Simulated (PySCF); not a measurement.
Cl5Ta, charge -1, doublet, geometry from GFN2-xTB (such geometries of metal compounds can be far from the true shape) (the multiplicity is a formal guess) (core potentials on Ta). Base run: DF-M062X/def2-SV(P) (PySCF).

Input for PySCF:
```python
from pyscf import gto, scf, dft

mol = gto.M(
    atom='''
Ta    0.051447    0.042078   -0.036447
Cl    1.739074   -0.590138    1.590680
Cl   -1.619726    0.687750   -1.675230
Cl    0.075862    2.185137    0.776983
Cl    1.133469   -1.196055   -1.633701
Cl   -1.549601   -1.267380    1.097773
''',
    basis='def2-sv(p)',
    ecp={'Ta': 'def2-sv(p)'},
    charge=-1,
    spin=1,
    verbose=3,
)

mf = dft.UKS(mol)
mf.xc = 'm062x'
mf = mf.density_fit(auxbasis='def2-universal-jkfit')
mf.kernel()
```

The base run was repeated with changes; each row names its change, and settings that it needs were set with it.

```csv
change,ΔE vs base (µEh),grid points,electrons on the grid,outcome
base,0.0,118408,99.00000,converged
grids.radi_method = gauss_chebyshev,70.0,114704,99.00000,converged
grids.level = 4,16.2,178096,99.00000,converged
"grids.atom_grid = (150, 974)",5.4,443640,99.00000,converged
small_rho_cutoff = 0,0.0,118408,99.00000,converged
grids.prune = dft.gen_grid.sg1_prune,-,-,-,stopped with an error
grids.prune = off,-28.1,217000,99.00000,converged
grids.level = 1,261,40456,98.99991,converged
"grids.atom_grid = (50, 194)",8648,37936,98.99990,converged
grids.becke_scheme = stratmann,10.3,118408,99.00000,converged
"grids.atom_grid = (99, 590)",-56.1,178944,99.00000,converged
```

Open shells are given as the SCF converged; they aren't shown to be the lowest states, and a large step between rows can be another state.

- grids.prune = dft.gen_grid.sg1_prune: ended with `IndexError: index 73 is out of bounds for axis 0 with size 19`
